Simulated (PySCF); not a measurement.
# What a mistake does to a calculation on ClFH2OSi

These are calculations, not measurements. The program is PySCF 2.14.0, an open-source quantum chemistry code, run on an isolated molecule that a program drew, which may never have been made. The molecule is ClFH2OSi (charge 0, singlet), drawn as the SMILES string `O[SiH](F)Cl`.

Each row is a Hartree-Fock (HF) and frozen-core CCSD(T) single point in the cc-pV(D+d)Z basis, meant for a local HF minimum. Run 1 is clean. Each other run has one planted mistake out of seven kinds, and not every kind appears here: one electron removed, one electron added, multiplicity raised by two, geometry at a saddle point, minimal basis STO-3G, one bond length entered in bohr, all coordinates scaled. The reference is restricted for singlets and unrestricted otherwise, and also for a bond in bohr. Adding or removing an electron swaps singlet and doublet. Electrons count all cores. HOMO and LUMO are orbital energies over both spins, the gradient is its largest component, and the lowest frequency (negative if imaginary) is given only where the gradient is small. Bond lengths are over the 5 bonds as drawn. T1 is the CCSD diagnostic: over 0.02 (restricted) or 0.045 (unrestricted) a single reference is doubtful.

Geometry of the clean run:
```xyz
6
ClFH2OSi, angstrom
O     0.3588    0.5737    1.4691
Si   -0.4447    1.2191    2.7128
F    -2.0139    1.2577    2.4030
Cl    0.1131    3.1627    3.0297
H     0.3841    0.9966    0.6229
H    -0.2071    0.4134    3.8975
```

| run | electrons | basis functions | <S^2> | HOMO (eV) | LUMO (eV) | gradient (hartree/bohr) | lowest frequency (cm^-1) | mean bond (Å) | longest bond (Å) | T1 | HF (hartree) | CCSD(T) (hartree) | mistake |
|---|---|---|---|---|---|---|---|---|---|---|---|---|---|
| 1 | 50 | 84 | 0.000 | -13.00 | 4.54 | 1.8e-05 | 200 | 1.5321 | 2.047 | 0.0110 | -924.08524 | -924.72873 | no fault |
| 2 | 49 | 84 | 0.759 | -20.28 | -10.09 | 1.1e-01 | - | 1.5321 | 2.047 | 0.0360 | -923.66225 | -924.29033 | one electron removed |
| 3 | 51 | 84 | 0.752 | 3.51 | 9.79 | 1.0e-01 | - | 1.5321 | 2.047 | 0.0241 | -923.93651 | -924.59725 | one electron added |
| 4 | 50 | 30 | 0.000 | -10.49 | 9.58 | 3.6e-02 | - | 1.5321 | 2.047 | 0.0100 | -913.31766 | -913.42920 | minimal basis STO-3G |
| 5 | 50 | 84 | 0.789 | -12.95 | 0.78 | 3.3e-02 | - | 1.7005 | 2.047 | 0.0594 | -923.94074 | -924.57674 | one bond length entered in bohr |
| 6 | 50 | 84 | 0.000 | -13.09 | 5.00 | 9.0e-02 | - | 1.4417 | 1.926 | 0.0097 | -924.05508 | -924.69057 | ? |

**Which mistake was planted in run 6, and what did it cost?**

The mean and the longest bond both change by the same factor, 0.941, and the gradient is no longer small. So the mistake is: all coordinates scaled. Subtracting run 1 and multiplying by 627.51 kcal/mol a hartree, the energy moved by 18.9 kcal/mol in HF and 23.9 kcal/mol in CCSD(T).

Cautions from the logs. Run 3: the HOMO is above zero, so the electron isn't bound and the energy depends on the basis; run 5: T1 is over the limit, so its CCSD(T) energy is less reliable.
